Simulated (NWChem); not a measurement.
A series in which one site is exchanged, each optimised at PBE0/def2-SVP with NWChem, gas phase unless a solvent is named. All stand in one matching conformer (torsions within 35°), which need not be the lowest. For some, no frequency run checked for a minimum. def2 effective core potentials on Te; no spin-orbit coupling.

A: C[O][Zn][OH] (CH4O2Zn; site = Zn)
B: C[O][Mg][OH] (CH$_{4}$MgO$_{2}$; site = Mg)
C: O[Te]OC (CH4O2Te; site = Te)

Values for A:

| Quantity | Value |
|---|---|
| dipole (D), PBE0/def2-SVP | 1.65 |
| orbital gap (eV), PBE0/def2-SVP | 6.38 |
| vertical ionisation energy, ΔSCF, PBE/def2-SVP (eV) | 9.04 |
| static polarisability, PBE/def2-SVPD (bohr³) | 48.1 |
| lowest singlet excitation, PBE/def2-SVPD, TDA (eV) | 4.12 |

How do these values change for the other members?


```tsv
change from A	B	C
dipole (D), PBE0/def2-SVP	-0.98	-1.02
orbital gap (eV), PBE0/def2-SVP	-0.34	-1.70
vertical ionisation energy, ΔSCF, PBE/def2-SVP (eV)	-0.25	-0.89
static polarisability, PBE/def2-SVPD (bohr³)	-1.9	+18.7
lowest singlet excitation, PBE/def2-SVPD, TDA (eV)	-0.22	-1.22
```
